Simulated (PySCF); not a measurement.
**Working out the ionisation energy of P+**

P+ [Ne] 3s2 3p2 (3P) → P(2+) [Ne] 3s2 3p1 (2P). All numbers are calculated (PySCF 2.14, the non-relativistic Hamiltonian (point nucleus), in dyall-acv3z). Frozen: 1s2; the 18 highest virtual orbitals dropped. Energies in hartree (1 hartree = 27.21139 eV):

| part | P+ (lower) | P(2+) (upper) |
| --- | --- | --- |
| UHF | -340.354946 | -339.650494 |
| MP2 opposite-spin | -0.271917 | -0.262105 |
| MP2 same-spin | -0.093822 | -0.085630 |

Problem. What does Hartree-Fock give?

Solution. (-339.650494) − (-340.354946) = 0.704452 hartree = 19.169 eV.

Problem. What do MP2 and SCS-MP2 (6/5 opposite-spin, 1/3 same-spin) give?

Solution. The opposite-spin parts differ by 0.267 eV and the same-spin parts by 0.223 eV. MP2: 19.169 + (0.267) + (0.223) = 19.659 eV. SCS-MP2: 19.169 + 1.2 × (0.267) + (0.223)/3 = 19.564 eV.

A first-order spin-orbit estimate adds -0.007 eV to MP2 (valence and next inner shell), giving 19.652 eV against 19.769 eV (semi-empirical (NIST evaluation); NIST Atomic Spectra Database, ionization energies).

What remains against the reference includes basis incompleteness, the frozen core and correlation beyond second order.
